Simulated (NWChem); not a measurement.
System: C3H6BrF; SMILES CC[C@H](F)Br

```xyz
11

C     -1.1471     1.9606    -0.5665
C     -0.4089     1.5700     0.7020
C      0.6436     0.5041     0.5162
F      1.5533     0.8863    -0.4085
Br    -0.1338    -1.2089    -0.0459
H     -1.7258     1.1148    -0.9662
H     -1.8433     2.7883    -0.3687
H     -0.4410     2.2866    -1.3438
H      0.1239     2.4451     1.1155
H     -1.1048     1.2284     1.4842
H      1.1691     0.2643     1.4518
```
Atoms are numbered in this order, from 1.

Results from NWChem. Structure relaxed at the PBE0/def2-SVP level.

For level CAM-B3LYP/def2-SVPD:

```yaml
highest occupied level (eV): -9.53
orbital gap (eV): 10.15
dipole (D): 2.25
```

Q: How do the values read with level CAM-B3LYP/STO-3G instead?

A: The highest occupied level (eV) comes out as -6.29. The orbital gap (eV) is 11.89 and the dipole (D) is 1.88.
